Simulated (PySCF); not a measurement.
Br2, triplet, geometry from GFN2-xTB (a higher spin typed on purpose: for a closed-shell molecule this is an excited state); BLYP/def2-SVP (PySCF).

PySCF was given this input:
```python
from pyscf import gto, scf, dft

mol = gto.Mole()
mol.atom = '''
    Br   -0.000000   -0.000000   -1.426657
    Br    0.000000    0.000000    1.426657
'''
mol.basis = 'def2-svp'
mol.charge = 0
mol.spin = 2
mol.verbose = 4
mol.build()

mf = dft.UKS(mol)
mf.xc = 'blyp'
mf.kernel()
```

The log (banner, timings and long lists left out):

```
PySCF version 2.14.0

[INPUT] verbose = 4
[INPUT] num. atoms = 2
[INPUT] num. electrons = 70
[INPUT] charge = 0
[INPUT] spin (= nelec alpha-beta = 2S) = 2
[INPUT] symmetry False subgroup None
[INPUT] Mole.unit = angstrom
[INPUT] Symbol           X                Y                Z      unit          X                Y                Z       unit  Magmom
[INPUT]  1 Br     0.000000000000   0.000000000000  -1.426657000000 AA    0.000000000000   0.000000000000  -2.695991003694 Bohr   0.0
[INPUT]  2 Br     0.000000000000   0.000000000000   1.426657000000 AA    0.000000000000   0.000000000000   2.695991003694 Bohr   0.0

nuclear repulsion = 227.189185409317
number of shells = 24
number of NR pGTOs = 148
number of NR cGTOs = 64
basis = def2-svp
ecp = {}

******** <class 'pyscf.dft.uks.UKS'> ********
method = UKS
initial guess = minao
damping factor = 0
level_shift factor = 0
DIIS = <class 'pyscf.scf.diis.CDIIS'>
diis_start_cycle = 1
diis_space = 8
diis_damp = 0
SCF conv_tol = 1e-09
SCF conv_tol_grad = None
SCF max_cycles = 50
direct_scf = True
direct_scf_tol = 1e-13
number electrons alpha = 36  beta = 34
XC library pyscf.dft.libxc version 7.1.2
    S. Lehtola, C. Steigemann, M. J. T. Oliveira, and M. A. L. Marques,  SoftwareX 7, 1–5 (2018)
XC functionals = blyp
    A. D. Becke,  Phys. Rev. A 38, 3098 (1988)
    C. Lee, W. Yang, and R. G. Parr,  Phys. Rev. B 37, 785 (1988)
    B. Miehlich, A. Savin, H. Stoll, and H. Preuss,  Chem. Phys. Lett. 157, 200 (1989)
radial grids:
    Treutler-Ahlrichs [JCP 102, 346 (1995); DOI:10.1063/1.469408] (M4) radial grids

becke partition: Becke, JCP 88, 2547 (1988); DOI:10.1063/1.454033
pruning grids: <function nwchem_prune>
grids dens level: 3
symmetrized grids: False
atomic radii adjust function: <function treutler_atomic_radii_adjust>
small_rho_cutoff = 0
Set gradient conv threshold to 3.16228e-05
tot grids = 40848
init E= -5145.53018695827

cycle= 1 E= -5147.68264797778  delta_E= -2.15  |g|= 0.161  |ddm|= 1.16

cycle= 2 E= -5147.68246024053  delta_E= 0.000188  |g|= 0.132  |ddm|= 1.22

cycle= 3 E= -5147.68574104696  delta_E= -0.00328  |g|= 0.033  |ddm|= 1.22

cycle= 4 E= -5147.68544652951  delta_E= 0.000295  |g|= 0.0388  |ddm|= 1.22

cycle= 5 E= -5147.68577762789  delta_E= -0.000331  |g|= 0.0319  |ddm|= 0.0116

cycle= 6 E= -5147.6857653264  delta_E= 1.23e-05  |g|= 0.0322  |ddm|= 1.22

cycle= 7 E= -5147.68590421337  delta_E= -0.000139  |g|= 0.0289  |ddm|= 1.22

cycle= 8 E= -5147.68578973024  delta_E= 0.000114  |g|= 0.0316  |ddm|= 1.21

cycle= 9 E= -5147.68576373986  delta_E= 2.6e-05  |g|= 0.0322  |ddm|= 0.0431

cycle= 10 E= -5147.68571816148  delta_E= 4.56e-05  |g|= 0.0332  |ddm|= 0.0104

cycle= 11 E= -5147.68566719339  delta_E= 5.1e-05  |g|= 0.0343  |ddm|= 1.22

cycle= 12 E= -5147.68477363981  delta_E= 0.000894  |g|= 0.0497  |ddm|= 1.22

cycle= 13 E= -5147.6855242622  delta_E= -0.000751  |g|= 0.0372  |ddm|= 0.0163

cycle= 14 E= -5147.68570874497  delta_E= -0.000184  |g|= 0.0334  |ddm|= 1.22

cycle= 15 E= -5147.6857995252  delta_E= -9.08e-05  |g|= 0.0314  |ddm|= 1.22

cycle= 16 E= -5147.68467250703  delta_E= 0.00113  |g|= 0.0511  |ddm|= 1.22

cycle= 17 E= -5147.68129339375  delta_E= 0.00338  |g|= 0.0866  |ddm|= 0.0464

cycle= 18 E= -5147.68587637267  delta_E= -0.00458  |g|= 0.0295  |ddm|= 1.21

cycle= 19 E= -5147.68072612977  delta_E= 0.00515  |g|= 0.0912  |ddm|= 1.21

cycle= 20 E= -5147.68001599368  delta_E= 0.00071  |g|= 0.0967  |ddm|= 0.00716

cycle= 21 E= -5147.68567086595  delta_E= -0.00565  |g|= 0.0342  |ddm|= 1.22

cycle= 22 E= -5147.68433385424  delta_E= 0.00134  |g|= 0.0557  |ddm|= 0.0291

cycle= 23 E= -5147.68236950767  delta_E= 0.00196  |g|= 0.0771  |ddm|= 1.22

cycle= 24 E= -5147.68469000298  delta_E= -0.00232  |g|= 0.0509  |ddm|= 1.22

cycle= 25 E= -5147.68424644464  delta_E= 0.000444  |g|= 0.0569  |ddm|= 1.22

cycle= 26 E= -5147.68469954313  delta_E= -0.000453  |g|= 0.0508  |ddm|= 0.00798

cycle= 27 E= -5147.68513892592  delta_E= -0.000439  |g|= 0.0441  |ddm|= 0.0281

cycle= 28 E= -5147.68571181739  delta_E= -0.000573  |g|= 0.0333  |ddm|= 0.0182

cycle= 29 E= -5147.6857977891  delta_E= -8.6e-05  |g|= 0.0314  |ddm|= 1.21

cycle= 30 E= -5147.68591847909  delta_E= -0.000121  |g|= 0.0285  |ddm|= 0.774

cycle= 31 E= -5147.68562425819  delta_E= 0.000294  |g|= 0.0352  |ddm|= 1.02

cycle= 32 E= -5147.6858569737  delta_E= -0.000233  |g|= 0.03  |ddm|= 0.376

cycle= 33 E= -5147.68518940347  delta_E= 0.000668  |g|= 0.0432  |ddm|=  1.1

cycle= 34 E= -5147.68563136344  delta_E= -0.000442  |g|= 0.035  |ddm|= 1.21

cycle= 35 E= -5147.68539579074  delta_E= 0.000236  |g|= 0.0396  |ddm|= 0.0491

cycle= 36 E= -5147.68498787745  delta_E= 0.000408  |g|= 0.0465  |ddm|= 0.0475

cycle= 37 E= -5147.68422667798  delta_E= 0.000761  |g|= 0.0571  |ddm|= 0.0228

cycle= 38 E= -5147.68510914112  delta_E= -0.000882  |g|= 0.0445  |ddm|= 1.22

cycle= 39 E= -5147.68486023618  delta_E= 0.000249  |g|= 0.0484  |ddm|= 0.00844

cycle= 40 E= -5147.68465402746  delta_E= 0.000206  |g|= 0.0514  |ddm|= 0.01

cycle= 41 E= -5147.6855832  delta_E= -0.000929  |g|= 0.036  |ddm|= 0.163

cycle= 42 E= -5147.68585075867  delta_E= -0.000268  |g|= 0.0302  |ddm|= 0.387

cycle= 43 E= -5147.68536663776  delta_E= 0.000484  |g|= 0.0401  |ddm|= 0.539

cycle= 44 E= -5147.68534587756  delta_E= 2.08e-05  |g|= 0.0405  |ddm|= 1.22

cycle= 45 E= -5147.6850693383  delta_E= 0.000277  |g|= 0.0452  |ddm|= 0.0195

cycle= 46 E= -5147.68514141795  delta_E= -7.21e-05  |g|= 0.044  |ddm|= 0.0138

cycle= 47 E= -5147.68443436372  delta_E= 0.000707  |g|= 0.0544  |ddm|= 0.0787

cycle= 48 E= -5147.68573638273  delta_E= -0.0013  |g|= 0.0328  |ddm|= 0.706

cycle= 49 E= -5147.68420251398  delta_E= 0.00153  |g|= 0.0574  |ddm|= 0.846

cycle= 50 E= -5147.68542795265  delta_E= -0.00123  |g|= 0.039  |ddm|= 0.0821
SCF not converged.
SCF energy = -5147.68542795265 after 50 cycles  <S^2> = 2.0008268  2S+1 = 3.0005512
```

Convergence was not reached.
